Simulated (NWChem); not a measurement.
System: CdNH$_{3}$Se; SMILES [NH2][Cd][SeH]

Input file for NWChem:

```
start job
memory heap 200 mb stack 900 mb global 1100 mb
geometry units angstroms
  Cd     0.497414    -0.452253     0.101719
  N      1.085862    -2.368517    -0.051854
  H      1.169207    -2.704000    -1.010147
  H      0.494693    -3.034675     0.442709
  Se    -0.019776     1.933465     0.314919
  H     -1.329155     1.742276    -0.331854
end
basis spherical
  * library 3-21g
end
dft
  xc hfexch
  iterations 150
end
driver
  maxiter 120
end
task dft optimize
task dft freq
```

This build's default masses of Se (78.918 u) and Br (79.917 u) are each other's, which moves their modes by up to 0.6 %.

The level has its own optimisation; frequencies are unscaled.

Problem. What results follow from this input? (Hartree-Fock/3-21G, non-relativistic.) Quantities: r Cd–N (Å); r Cd–Se (Å); r H–N (Å); r H–Se (Å); highest harmonic frequency (cm⁻¹); lowest (cm⁻¹); zero-point energy (kcal/mol); dipole (D).

Solution. 
| Item | Result |
|---|---|
| r Cd–N (Å) | 2.036 |
| r Cd–Se (Å) | 2.590 |
| r H–N (Å) | 1.004 |
| r H–Se (Å) | 1.476 |
| highest harmonic frequency (cm⁻¹) | 3774 |
| lowest (cm⁻¹) | 78 |
| zero-point energy (kcal/mol) | 20.4 |
| dipole (D) | 2.78 |
